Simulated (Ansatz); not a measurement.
Geometry optimisation, UKS B3LYP-D4/def2-SVP in Ansatz.

input.yaml

```yaml
crystal:
  periodic: [false, false, false]
  atoms:
    - { symbol: W, position_ang: [0.204379, -0.336272, 0.559183] }
    - { symbol: F, position_ang: [1.28122, -1.657305, 1.339939] }
    - { symbol: H, position_ang: [0.859383, 1.257674, 0.754568] }
    - { symbol: H, position_ang: [-0.663986, 1.231639, 0.307999] }
    - { symbol: H, position_ang: [-1.357049, 0.501302, 0.17859] }
    - { symbol: H, position_ang: [-1.540527, -0.625694, 0.525518] }
    - { symbol: Cl, position_ang: [0.679081, -0.663788, -1.717592] }
    - { symbol: O, position_ang: [-0.315576, -0.081018, 2.361123] }
    - { symbol: H, position_ang: [0.338676, -0.427639, 2.997771] }
magnetization:
  spin_polarized: true
  initial_magnetization: 1
basis:
  gaussian: { orbitals: def2-SVP }
hamiltonian:
  xc: b3lyp
  dispersion: d4
relax:
  f_tol: 0.03
  max_steps: 50
output:
  orbitals: {}
```

Command:

```bash
$ ansatz run input.yaml --threads 4 --pin off --max-ram 5120MiB --backend cpu --events-out ev --progress --plain --runs-dir out
```

Question: Where does it end, and by what steps?

Answer: The forces met the threshold. After 11 steps the energy has fallen by 0.763 eV; H9 moved furthest, 0.79 Å. Joined: H4–H5 (1.02 → 0.82 Å).

```json
{"step": "0", "energy less start (eV)": "0.0000", "largest force component (eV/Å)": "1.073", "accepted": "yes"}
{"step": "1", "energy less start (eV)": "-0.4488", "largest force component (eV/Å)": "0.592", "accepted": "yes"}
{"step": "2", "energy less start (eV)": "-0.5426", "largest force component (eV/Å)": "1.048", "accepted": "yes"}
{"step": "3", "energy less start (eV)": "-0.5992", "largest force component (eV/Å)": "0.719", "accepted": "yes"}
{"step": "4", "energy less start (eV)": "-0.6510", "largest force component (eV/Å)": "0.963", "accepted": "yes"}
{"step": "5", "energy less start (eV)": "-0.6697", "largest force component (eV/Å)": "1.291", "accepted": "yes"}
{"step": "6", "energy less start (eV)": "-0.7267", "largest force component (eV/Å)": "0.496", "accepted": "yes"}
{"step": "7", "energy less start (eV)": "-0.7134", "largest force component (eV/Å)": "0.652", "accepted": "no"}
{"step": "8", "energy less start (eV)": "-0.7532", "largest force component (eV/Å)": "0.268", "accepted": "yes"}
{"step": "9", "energy less start (eV)": "-0.7605", "largest force component (eV/Å)": "0.142", "accepted": "yes"}
{"step": "10", "energy less start (eV)": "-0.7622", "largest force component (eV/Å)": "0.059", "accepted": "yes"}
{"step": "11", "energy less start (eV)": "-0.7626", "largest force component (eV/Å)": "0.021", "accepted": "yes"}
```

```xyz
9
Properties=species:S:1:pos:R:3
W 0.222 -0.548 0.667
F 1.325 -2.011 0.948
H 0.914 1.000 0.775
H -0.649 1.229 0.364
H -1.276 0.711 0.271
H -1.417 -0.872 0.361
Cl 0.560 -0.393 -1.653
O -0.336 -0.247 2.479
H 0.143 0.330 3.095
```

Whether the end is a true minimum wasn't checked by a vibrational analysis.

Run time: 16 s on 4 threads of AMD EPYC 9B45 (Zen 5), with other jobs on the host, peak memory 0.36 GiB.
